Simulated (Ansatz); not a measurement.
Relaxation of C₃H₁₁BSi (16 atoms, charge 0, multiplicity 1), to a largest force component of 0.015 eV/Å in at most 40 steps.

The calculation used RKS PBE/def2-SVP in Ansatz 0.2.0.

```xyz
16
Properties=species:S:1:pos:R:3
C 0.021 2.185 -0.737
Si 0.776 1.040 0.442
B -0.036 -0.722 0.213
C 0.979 -1.948 -0.198
C -1.559 -0.929 0.454
H 0.426 3.252 -0.633
H 0.153 1.875 -1.784
H -1.076 2.305 -0.541
H 0.565 1.524 1.863
H 2.225 0.984 0.192
H 0.524 -2.380 -1.130
H 0.875 -2.731 0.611
H 1.911 -1.612 -0.338
H -1.869 -1.971 0.329
H -1.813 -0.647 1.517
H -2.124 -0.249 -0.216
```

Q: Where does it end, and by what steps?

A: The run converged. The force dipped under the threshold on the way, but the program's further checks kept it going. After 30 steps the energy has fallen by 0.628 eV; H13 moved furthest, 1.11 Å.

```
step  energy less start (eV)  largest force component (eV/Å)  accepted
   0                  0.0000                           5.912       yes
   2                 -0.4004                           1.145        no
   4                 -0.5875                           0.045       yes
   6                 -0.5884                           0.013       yes
   8                 -0.5900                           0.057       yes
  10                 -0.5934                           0.099       yes
  12                 -0.6090                           0.046       yes
  14                 -0.6105                           0.112       yes
  16                 -0.6182                           0.303        no
  18                 -0.6209                           0.118       yes
  20                 -0.6231                           0.074       yes
  22                 -0.6249                           0.079       yes
  24                 -0.6264                           0.058       yes
  26                 -0.6276                           0.059       yes
  28                 -0.6282                           0.042       yes
  30                 -0.6285                           0.012       yes
```

```xyz
16
Properties=species:S:1:pos:R:3
C -0.203 2.449 -0.537
Si 0.901 1.030 0.085
B 0.020 -0.813 0.150
C 0.936 -2.085 0.273
C -1.546 -0.959 0.115
H 0.332 3.420 -0.515
H -0.532 2.265 -1.581
H -1.112 2.546 0.092
H 1.366 1.357 1.491
H 2.165 0.984 -0.748
H 1.130 -2.373 -0.792
H 0.445 -2.966 0.738
H 1.937 -1.926 0.723
H -1.916 -1.969 -0.161
H -1.857 -0.798 1.178
H -2.089 -0.185 -0.466
```

Whether the end is a true minimum wasn't checked by a vibrational analysis.

Run time: 82 s on 2 threads of Arm Neoverse V2 (shared host), peak memory 0.16 GiB.
